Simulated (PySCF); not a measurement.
# Reading the logs of faulty runs: CGeH6N

All numbers below are calculated, not measured. They come from PySCF 2.14.0, an open-source quantum chemistry program, on an isolated molecule that a program drew, which may never have been made. The molecule is CGeH6N (charge 0, doublet), drawn as the SMILES string `[CH2][NH][GeH3]`.

Each row is a Hartree-Fock (HF) and frozen-core CCSD(T) single point in the cc-pVDZ basis, meant for a local HF minimum. Run 1 is clean. Each other run has one planted mistake out of seven kinds, and not every kind appears here: one electron removed, one electron added, multiplicity raised by two, geometry at a saddle point, minimal basis STO-3G, one bond length entered in bohr, all coordinates scaled. The reference is restricted for singlets and unrestricted otherwise, and also for a bond in bohr. Adding or removing an electron swaps singlet and doublet. Electrons count all cores. HOMO and LUMO are orbital energies over both spins, the gradient is its largest component, and the lowest frequency (negative if imaginary) is given only where the gradient is small. Bond lengths are over the 8 bonds as drawn. T1 is the CCSD diagnostic: over 0.02 (restricted) or 0.045 (unrestricted) a single reference is doubtful. Germanium has the cc-pVDZ-PP basis, with a core potential (ECP10MDF) in place of its 10 inner electrons, and its 3s, 3p and 3d shells are frozen in CCSD(T).

Geometry of the clean run:
```xyz
9
CGeH6N, angstrom
C     0.9741    1.3385    2.0860
N     1.0585    0.2305    1.2356
Ge   -0.2084   -0.1035   -0.0643
H    -0.0157    1.5973    2.4469
H     1.8053    1.5006    2.7629
H     2.0006   -0.0146    0.9959
H     0.1574   -1.4492   -0.6920
H    -1.5680   -0.1667    0.6317
H    -0.2436    0.9802   -1.1511
```

| run | electrons | basis functions | <S^2> | HOMO (eV) | LUMO (eV) | gradient (hartree/bohr) | lowest frequency (cm^-1) | mean bond (Å) | longest bond (Å) | T1 | HF (hartree) | CCSD(T) (hartree) | mistake |
|---|---|---|---|---|---|---|---|---|---|---|---|---|---|
| 1 | 51 | 81 | 0.761 | -7.86 | 3.95 | 2.9e-05 | 121 | 1.3762 | 1.846 | 0.0158 | -389.13798 | -389.58844 | no fault |
| 2 | 50 | 81 | 0.000 | -17.26 | -4.77 | 1.5e-01 | - | 1.3762 | 1.846 | 0.0222 | -388.90542 | -389.36083 | one electron removed |
| 3 | 51 | 81 | 1.138 | -8.65 | 3.30 | 3.7e-02 | - | 1.4968 | 2.049 | 0.0425 | -389.01468 | -389.46353 | one bond length entered in bohr |
| 4 | 52 | 81 | 0.000 | 1.66 | 8.56 | 8.8e-02 | - | 1.3762 | 1.846 | 0.0249 | -389.01616 | -389.50585 | ? |

**Which mistake was planted in run 4, and what did it cost?**

It counts 52 electrons, one more than the clean run, at the same geometry and basis. So the mistake is: one electron added. Subtracting run 1 and multiplying by 627.51 kcal/mol a hartree, the energy moved by 76.4 kcal/mol in HF and 51.8 kcal/mol in CCSD(T).

Cautions from the logs. Run 2: T1 is over the limit, so its CCSD(T) energy is less reliable; run 4: T1 is over the limit, so its CCSD(T) energy is less reliable and the HOMO is above zero, so the electron isn't bound and the energy depends on the basis.
